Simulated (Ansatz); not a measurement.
`[OH][Hf]([F])([Cl])[SeH]` from Hartree–Fock to CCSD(T)

Cartesian coordinates in Å:
```
O 0.3377 -0.2952 1.4797
Hf 0.4345 0.3371 -0.2996
F 0.9495 2.1580 -0.3834
Cl 1.9909 -0.9311 -1.5174
Se -1.9267 0.1523 -1.3297
H 0.4385 -0.5157 2.4008
H -2.2244 -0.9054 -0.3503
```

Charge 0, multiplicity 1. Correlated methods include outer-core shells of Hf, Se, which these sets cover unevenly. Scalar relativity is left out up to krypton. Hf takes the def2 core potential. The structure was optimised at the PBE0-D4/def2-TZVP level. It is one conformer, not always the lowest. Frozen core, restricted reference, Ansatz.

```csv
basis,HF (Eh),MP2 corr.
def2-SVP,-3081.99344,-0.96525
def2-TZVPP,-3082.69091,-1.27212
def2-QZVPP,-3082.75980,-1.68827
```

(1) Estimate the CCSD correlation energy and the (T) correction in each basis where they were run (hartree).

Results:

(1) 
| basis | CCSD corr. | (T) |
| --- | --- | --- |
| def2-SVP | -0.98005 | -0.02659 |
| def2-TZVPP | -1.28607 | -0.05080 |
